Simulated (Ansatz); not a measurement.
Species: trimethyl(trifluoromethyl)germane, C$_{4}$H$_{9}$F$_{3}$Ge, charge 0, multiplicity 1. 
Coordinates optimised at B3LYP-D3(BJ)/def2-TZVP (Ansatz, a program for electronic structure):
```xyz
17

C      0.0405     2.2171    -0.4402
Ge    -0.1341     0.4995     0.4858
C      1.2079     0.2612     1.8930
C     -1.9579     0.1652     1.1181
C      0.2487    -0.9267    -0.9012
F     -0.6166    -0.8786    -1.9477
F      0.1620    -2.1831    -0.3914
F      1.4950    -0.8145    -1.4308
H      1.0474     2.3300    -0.8408
H     -0.1538     3.0368     0.2520
H     -0.6725     2.2779    -1.2618
H      2.2105     0.3815     1.4837
H      1.0608     1.0018     2.6796
H      1.1248    -0.7333     2.3303
H     -2.0292    -0.8290     1.5583
H     -2.6635     0.2336     0.2907
H     -2.2331     0.9019     1.8733
```
Charge 0, spin multiplicity 1.

Parts of the frozen-core correlation energy in cc-pVTZ (Ansatz, hartree). Frozen orbitals: 21; correlated occupied orbitals by spin: 25 and 25; virtual: 333 and 333. No spin-orbit coupling. Non-relativistic.

```json
[
 {"term": "reference (HF)", "value": "-2530.63408"},
 {"term": "MP2 opposite-spin", "value": "-1.18082"},
 {"term": "MP2 same-spin", "value": "-0.38059"},
 {"term": "CCSD correlation", "value": "-1.61120"},
 {"term": "(T)", "value": "-0.05756"},
 {"term": "T1 diagnostic", "value": "0.011"},
 {"term": "largest doubles amplitude", "value": "0.025"}
]
```
